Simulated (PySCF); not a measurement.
Isomers of C5H8F3NSi, mass 167.038 u with the commonest isotopes. Theory: PBE0/pcSseg-1 in PySCF (dipole) on a GFN2-xTB geometry, gas phase. One conformer each, none proved a minimum here; rigid rotors.

Question: Order these by rotational constant B, largest first.
A. `[CH:1]#[C:2][CH2:3][NH:4][Si@H:5]([CH3:6])[C:7]([F:8])([F:9])[F:10]` with C2–C3–N4–Si5 88°, C3–N4–Si5–C6 169°
B. `[CH:1]#[C:2][CH2:3][NH:4][SiH2:5][CH2:6][C:7]([F:8])([F:9])[F:10]` with C2–C3–N4–Si5 150°, C3–N4–Si5–C6 -174°, N4–Si5–C6–C7 -179°
C. `[CH2:1]=[N:2][SiH2:3][C@@H:4]1[CH2:5][C@@H:6]1[C:7]([F:8])([F:9])[F:10]` with C1–N2–Si3–C4 -123°, N2–Si3–C4–C5 130°

Answer: C (1036 MHz), A (705.1 MHz), B (388.3 MHz).

Question: Order these by out-of-plane moment Σ m c² = (Ia + Ib − Ic)/2, largest first.
A. `[CH2:1]=[N:2][SiH2:3][C@@H:4]1[CH2:5][C@@H:6]1[C:7]([F:8])([F:9])[F:10]` with C1–N2–Si3–C4 -123°, N2–Si3–C4–C5 130°
B. `[CH:1]#[C:2][CH2:3][NH:4][SiH2:5][CH2:6][C:7]([F:8])([F:9])[F:10]` with C2–C3–N4–Si5 150°, C3–N4–Si5–C6 -174°, N4–Si5–C6–C7 -179°
C. `[CH:1]#[C:2][CH2:3][NH:4][Si@H:5]([CH3:6])[C:7]([F:8])([F:9])[F:10]` with C2–C3–N4–Si5 88°, C3–N4–Si5–C6 169°

Answer: C (82.49 u·Å²), A (64.93 u·Å²), B (54.02 u·Å²).

Question: Order these by rotational constant A, largest first.
A. `[CH:1]#[C:2][CH2:3][NH:4][Si@H:5]([CH3:6])[C:7]([F:8])([F:9])[F:10]` with C2–C3–N4–Si5 88°, C3–N4–Si5–C6 169°
B. `[CH:1]#[C:2][CH2:3][NH:4][SiH2:5][CH2:6][C:7]([F:8])([F:9])[F:10]` with C2–C3–N4–Si5 150°, C3–N4–Si5–C6 -174°, N4–Si5–C6–C7 -179°
C. `[CH2:1]=[N:2][SiH2:3][C@@H:4]1[CH2:5][C@@H:6]1[C:7]([F:8])([F:9])[F:10]` with C1–N2–Si3–C4 -123°, N2–Si3–C4–C5 130°

Answer: B (3351 MHz), A (1665 MHz), C (1597 MHz).

```json
{"SMILES": "C#CCN[Si@H](C)C(F)(F)F", "point group": "C1", "Ia (u·Å²)": "303.55", "Ib (u·Å²)": "716.70", "Ic (u·Å²)": "855.26", "κ": "-0.79", "μa (D)": "2.01", "μb (D)": "2.62", "μc (D)": "0.15"}
{"SMILES": "C=N[SiH2][C@@H]1C[C@@H]1C(F)(F)F", "point group": "C1", "Ia (u·Å²)": "316.43", "Ib (u·Å²)": "487.71", "Ic (u·Å²)": "674.27", "κ": "-0.32", "μa (D)": "0.33", "μb (D)": "1.14", "μc (D)": "0.05"}
{"SMILES": "C#CCN[SiH2]CC(F)(F)F", "point group": "C1", "Ia (u·Å²)": "150.83", "Ib (u·Å²)": "1301.62", "Ic (u·Å²)": "1344.40", "κ": "-0.99", "μa (D)": "2.74", "μb (D)": "0.45", "μc (D)": "1.19"}
```
